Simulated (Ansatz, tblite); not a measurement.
Removing and adding an electron: InH2Cl. The state is a singlet with charge 0. Geometry: PBE0-D4/def2-TZVP. Ansatz, gas phase; energy differences of separate SCF runs; the oxidised species was run as a doublet alone; the reduced species was run as a doublet alone.

Cartesian coordinates in Å:
```
In 0.018 0.085 0.241
H -1.480 0.599 0.875
H 1.612 0.010 0.846
Cl -0.151 -0.695 -1.962
```

In the def2 sets In takes a core potential; there is no spin–orbit coupling. The xTB rows come from tblite. Correlated methods freeze 9 core orbitals; core or outer-core shells of In are correlated, in sets that lack core-valence functions. In CCSD on the charge 1 doublet the largest single amplitude is 0.26, so its Hartree–Fock determinant may place the open shell otherwise than the density functionals do.

| level | −HOMO (eV) | vertical IE (eV) | −LUMO (eV) | vertical EA (eV) | HOMO–LUMO gap (eV) | IE − EA (eV) | remarks |
| --- | --- | --- | --- | --- | --- | --- | --- |
| GFN1-xTB | 11.92 | 14.58 | 5.52 | 3.09 | 6.40 | 11.49 | – |
| GFN2-xTB | 11.60 | 14.74 | 7.66 | 4.66 | 3.94 | 10.07 | – |
| HF/def2-TZVPD | – | – | – | -0.09 | – | – | – |
| HF/def2-TZVPP | – | 9.84 | – | – | – | – | – |
| PBE-D4/def2-TZVP | 6.89 | 10.13 | 2.69 | – | 4.20 | – | – |
| PBE-D4/def2-TZVPD | 6.94 | – | 2.74 | 0.49 | 4.21 | – | HOMO above zero (-1 doublet) |
| r2SCAN-D4/def2-TZVP | 7.22 | 10.31 | 2.41 | – | 4.81 | – | – |
| r2SCAN-D4/def2-TZVPD | 7.25 | – | 2.44 | 0.54 | 4.81 | – | HOMO above zero (-1 doublet) |
| PBE0-D4/def2-TZVP | 8.21 | 10.45 | 1.97 | – | 6.23 | – | – |
| PBE0-D4/def2-TZVPD | 8.24 | – | 2.01 | 0.48 | 6.23 | – | HOMO above zero (-1 doublet) |
| MP2/def2-TZVPD | – | – | – | 0.36 | – | – | – |
| MP2/def2-TZVPP | – | 10.94 | – | – | – | – | – |
| CCSD/def2-TZVPD | – | – | – | 0.36 | – | – | – |
| CCSD/def2-TZVPP | – | 10.66 | – | – | – | – | – |
| CCSD(T)/def2-TZVPD | – | – | – | 0.39 | – | – | – |
| CCSD(T)/def2-TZVPP | – | 10.67 | – | – | – | – | – |

   A HOMO above zero means that the electron is unbound at that level or that self-interaction error raises the level; the energy of removing that electron tells which. Raw xTB energy differences between charge states are shifted by several eV; the methods need an empirical correction for them. A negative affinity means that the extra electron isn't bound; its size then hangs on the basis.
